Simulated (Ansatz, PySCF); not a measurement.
Isomers of CHNO: 1 is N=C=O, 2 is N#CO; one conformer of each (the lowest of an xTB search), B3LYP-D3(BJ)/def2-TZVP minima.
Isomer 1 (charge 0, multiplicity 1, Z-matrix in Å and degrees):
```
C
O 1 1.1640
N 1 1.2097 2 172.93
H 3 1.0049 1 125.93 2 180.00
```
Isomer 2 (charge 0, multiplicity 1):
```xyz
4

N      1.6183    -0.0956    -0.0516
C      0.4832     0.0651     0.0751
O     -0.7767     0.2990     0.2695
H     -1.3248    -0.2685    -0.2930
```

No zero-point or thermal terms.

Correlated levels freeze the cores. Rows in STO-3G carry no dispersion term and start afresh at each structure.

Run with Ansatz (a first-principles code); PySCF for STO-3G rows, the dispersion terms. Each number belongs to the level named beside it.

Problem. One of these levels gives -5.37 kcal/mol for the electronic energy of isomer 2 less that of isomer 1. Which one is it?
A. CCSD/cc-pVDZ
B. PBE-D4/def2-TZVPP
C. HF/STO-3G
D. HF/cc-pVTZ

Solution. C, HF/STO-3G. The others give 24.33 (HF/cc-pVTZ), 30.48 (PBE-D4/def2-TZVPP), 22.25 (CCSD/cc-pVDZ)
